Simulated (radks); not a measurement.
Polarisability of the niobium ion Nb+, [Kr] 4d4, at imaginary frequency. All-electron calculation, non-relativistic Kohn-Sham, exchange-only LDA, spin-polarised, spherical densities, point nucleus; open shells are filled with parallel spins first (spin-orbit coupling, left out, can overturn this in heavy ions); relativity is left out, which matters for an element this heavy. Program: a radial shooting solver on a logarithmic mesh with Libxc functionals. Response by self-consistent Sternheimer equations with the Hartree and adiabatic exchange-only LDA kernel.

| w (hartree) | alpha1(iw) (bohr^3) |
|---|---|
| 0.00266 | 29.79 |
| 0.0143 | 29.63 |
| 0.0360 | 28.82 |
| 0.0697 | 26.62 |
| 0.118 | 22.83 |
| 0.186 | 18.37 |
| 0.280 | 14.23 |
| 0.413 | 10.70 |
| 0.605 | 7.719 |
| 0.892 | 5.251 |
| 1.35 | 3.268 |
| 2.12 | 1.771 |
| 3.59 | 0.7890 |
| 6.94 | 0.2759 |
| 17.5 | 0.06561 |

Static values: alpha1 = 29.79 bohr^3 (4.415 angstrom^3; uncoupled 41.96). C6 = 194.6, triple-dipole C9 = 3723 atomic units. One-pole (London) frequency 4 C6 / (3 alpha1^2) = 0.292 hartree, against 0.353 for minus the highest occupied eigenvalue. The dipole shielding factor is 0.976, as the force sum rule N/Z = 0.976 demands.
